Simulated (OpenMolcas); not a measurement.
**Levels of Ti II by method**

* Program: OpenMolcas 26.06
* Basis: ANO-L-VQZP [7s6p4d3f2g]
* Scalar Hamiltonian: non-relativistic, point nucleus
* Active space: 3 electrons in 6 orbitals (3d 4s)
* State averaging: 2S+1 = 4 even, 20 roots; 2S+1 = 2 even, 52 roots
* Spin-orbit coupling: RASSI with atomic mean-field integrals over the reference wave functions, term energies averaged over their components

Methods on the same reference wave functions:
A. CASSCF
B. SS-CASPT2, IPEA 0.25 Eh, imaginary shift 0.1 Eh (closed shells correlated: 3s 3p)
C. MS-CASPT2, IPEA 0.25 Eh, imaginary shift 0.1 Eh (closed shells correlated: 3s 3p)

Energies in cm⁻¹ above 3d² 4s ⁴F_3/2, the measured ground level; measured values from NIST Handbook of Basic Atomic Spectroscopic Data.

| Level | A | B | C | Measured |
| --- | --- | --- | --- | --- |
| 3d² 4s ⁴F_3/2 | 0.0 | 0.0 | 0.0 | 0.0 |
| 3d² 4s ⁴F_5/2 | 89.9 | 89.5 | 89.7 | 94.1 |
| 3d² 4s ⁴F_7/2 | 216 | 216 | 216 | 226 |
| 3d² 4s ⁴F_9/2 | 378 | 378 | 379 | 393 |
| 3d³ ⁴F_3/2 | 2351 | 1117 | 1118 | 908 |
| 3d³ ⁴F_5/2 | 2442 | 1209 | 1210 | 984 |
| 3d³ ⁴F_7/2 | 2568 | 1336 | 1337 | 1087 |
| 3d³ ⁴F_9/2 | 2727 | 1494 | 1495 | 1216 |
| 3d² 4s ²F_5/2 | 8304 | 3790 | 3790 | 4629 |
| 3d² 4s ²F_7/2 | 8549 | 4040 | 4040 | 4898 |
| 3d² 4s ²D_5/2 [58 %] | 12008 | 8220 | 7860 | 8744 |
| 3d² 4s ⁴P_1/2 | 12035 | 10900 | 10900 | 9873 |
| 3d² 4s ⁴P_5/2 [58 %] | 12299 | 11050 | 11060 | 10025 |
| 3d³ ²G_7/2 | 13099 | 8640 | 8640 | 8998 |
| 3d³ ²G_9/2 | 13223 | 8760 | 8760 | 9118 |
| 3d³ ²P_1/2 | 14131 | 8470 | 8110 |  |
| 3d³ ²P_3/2 [70 %] | 14178 | 8600 | 8240 |  |
| 3d³ ⁴P_1/2 | 14430 | 9760 | 9760 |  |
| 3d³ ⁴P_5/2 | 14529 | 9890 | 9890 | 9518 |
| 3d³ ⁴P_3/2 [71 %] | 14547 | 9830 | 9810 |  |
| 3d³ ²H_9/2 | 17628 | 12810 | 12820 | 12677 |
| 3d³ ²H_11/2 | 17740 | 12930 | 12930 | 12775 |
| 3d² 4s ²G_7/2 | 19293 | 15130 | 15130 | 15266 |
| 3d² 4s ²G_9/2 | 19308 | 15150 | 15150 | 15257 |

Deviations, from unrounded energies. A percentage is the sum of absolute deviations over the sum of measured energies, with the sign that they share, or ± where signs differ.

```csv
Against measurement,Levels,A,B,C
mean absolute deviation (cm-1),19,2700,360,380
fine structure of the ground term (%),3,-4.2,-4.2,-4.1
other terms of the ground configuration (%),7,+33.6,±6.6,±7.1
other configurations (%),9,+50.7,±4.1,±4.1
```

B, C lie about equally close to measurement and A furthest from it. The largest miss of B in the table is 3d² 4s ⁴P_1/2, by +1000 cm-1. The ranking rests on the paired levels alone, and a cruder setting can come out closer through cancelling errors.

Between B and C the level of the table that moves most is 3d³ ²P_3/2 [70 %], by 370 cm-1 (lowest in C, highest in B). Moves below CASPT2's spread within the term are not significant.

The mean deviations of B to C differ by less than CASPT2's widest spread within a term (2100 cm-1), so their order carries little weight.

From A to B the spin-free energies of the other terms of 3d² 4s shown, above ⁴F, scale by factors of 0.45 to 0.90.

The lowest spin-free term lies below A's lowest term by 0.328 hartree in B, 0.328 hartree in C.

CASPT2 breaks the degeneracy within a term, and the mean is taken; among the terms shown or strongly mixed into the levels shown the widest spread is 2100 cm-1 (3d² 4s ²F, C). Over all roots computed the reference weight is 0.88 to 0.94 in B, 0.88 to 0.94 in C; the roots of lowest weight are the least certain, and an intruder state may touch them. Configurations are named by rounded mean occupations; where the s occupation lies near a half they are strongly mixed, a name can repeat and a true partner stay unpaired. A single d shell beside an s shell can misplace configurations of different d count against each other. Without dynamic correlation excited terms often stand tens of per cent too high (terms of higher spin than the ground term too low), and those without a measured partner can miss by more than the paired ones (holds for A). Some levels mix across a computed gap that differs much from the measured one, so their mixing is not that of the real levels (holds for A). The CASPT2 spread within a term exceeds the gap to the next term for 3d² 4s ⁴F and 3d³ ⁴F, so the order of their levels is uncertain, and so are names and mixing where such terms share a J (holds for B; C). Some terms miss by over 15 % even with CASPT2, which points to a basis or an active space too small for the shells correlated (holds for B; C). Measured partners are found by configuration, term and J. A level has none where our copy of the source lacks it or the pairing is in doubt (some pairs that miss far off the trend of their configuration count as doubtful), and it then counts in no deviation. Only configurations of the active space appear. The table leaves out levels that lie high or whose names do not pair safely across all columns.

A share in square brackets marks a mixed level and gives the weight of the term that names it, the lowest over the columns.
